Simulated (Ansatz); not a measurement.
Born–Oppenheimer molecular dynamics of F$_{5}$H$_{4}$SiW (11 atoms, charge 0, multiplicity 2). It starts at the highest image of a converged band, a first-order saddle point between two minima.

Level of theory: UKS PBE/def2-SVP in Ansatz 0.2.0.

| Property | Result |
| --- | --- |
| ensemble | NVE (velocity Verlet) |
| time step | 0.5 fs |
| steps asked | 200 |
| starting velocities drawn for | 300 K |
| seed | 6288 |

First frame:

```xyz
11
Properties=species:S:1:pos:R:3
W 0.041 0.054 0.065
H -0.027 0.623 2.071
F 1.931 0.344 0.079
F -0.272 1.881 0.131
F -1.842 -0.285 0.089
F 0.322 -1.585 0.913
F 0.123 -0.322 -1.765
Si -0.062 -0.059 3.446
H -1.179 -1.050 3.437
H 1.281 -0.680 3.651
H -0.317 1.079 4.386
```

Q: How far do the bonds stretch over the last three quarters of this one trajectory? (Pairs bonded in most of those frames.)

A: 
```tsv
bond	mean (Å)	spread (Å)	shortest	longest
W1–H2	2.122	0.038	2.05	2.20
W1–F3	1.914	0.007	1.90	1.92
W1–F4	1.857	0.005	1.85	1.87
W1–F5	1.919	0.020	1.88	1.94
W1–F6	1.875	0.023	1.83	1.90
W1–F7	1.864	0.009	1.85	1.88
W1–Si8	3.368	0.006	3.36	3.38
H2–Si8	1.544	0.020	1.51	1.58
Si8–H9	1.502	0.050	1.43	1.58
Si8–H10	1.498	0.031	1.45	1.54
Si8–H11	1.499	0.005	1.49	1.51
```

Mean temperature of the second half: 181 K. The conserved energy stayed within 0.076 meV per atom of its start (net change 0.037 meV per atom), so the integration is sound. A run of 0.1 ps of so small a system gives no equilibrium averages.

The run took 14 min on 4 threads of Arm Neoverse V1, with other jobs on the host, peak memory 0.41 GiB.
